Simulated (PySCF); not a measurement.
HO₂Si, SMILES O[Si][O] (connectivity only; charge and spin as stated), neutral, multiplicity 2. The structure is a stationary point at PBE-D3(BJ)/def2-TZVP. Other conformers were not sampled.

Method: PBE-D3(BJ)/def2-TZVP (PySCF 2.14.0).

Harmonic wavenumbers (cm⁻¹): 285, 349, 770, 805, 1156, 3711. Rotational constants (GHz): 61.01, 7.307, 6.525; symmetry number 1.

**Question.** Work out the zero-point energy and the ideal-gas rigid-rotor harmonic-oscillator thermochemistry at 298.15 K and 1 atm.

**Answer.** ZPE = ½ Σ hcν = ½ × 7075 cm⁻¹ = 42.32 kJ/mol. H − E(el) = 54.82 kJ/mol. Entropy in J/(mol K): translation 160.03, rotation 93.01, vibration 13.24, spin 5.76, total 272.04. G − E(el) = -26.29 kJ/mol. Cp = 53.60 J/(mol K).
